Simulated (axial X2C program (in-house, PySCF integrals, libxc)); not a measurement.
# Worked dissociation energy of BeB⁺: PBE0, two-component

Computed with an in-house all-electron X2C program for linear molecules (integrals from PySCF). Two-component (2c) means X2C with spin–orbit coupling and atomic mean-field two-electron Coulomb and Gaunt terms. Basis: B dyall-v3z [7s6p2d1f], Be dyall-cv3z [8s8p3d1f] (cores contracted in-house); Gaussian nuclei, density fitting, unrestricted open shells. Masses: B 11.009 u, Be 9.012 u.

Molecular state: Ω = 0 (closed shell).

- E(B+) (2M_J = 0): -24.308245 hartree
- E(Be) (2M_J = 0): -14.638860 hartree
- E(BeB⁺) at Re: -39.027058 hartree
- ωe: 474.5 cm⁻¹
- ωexe: 4.45 cm⁻¹

Question: Work out De and D0.

Answer: De = -24.308245 + (-14.638860) − (-39.027058) = 0.07995 hartree = 2.176 eV. The zero-point energy is ωe/2 − ωexe/4 = 236 cm⁻¹ = 0.029 eV, so D0 = 2.146 eV.

The state is one determinant whose occupation by symmetry is held fixed; it was picked as the lowest of a PBE0 search that is not exhaustive. Dissociation energies refer to the lowest single-determinant-based atoms at the same level and basis.

Each atomic determinant is the lowest at this level and need not be a pure J level. Totals compare only within one Hamiltonian and basis.
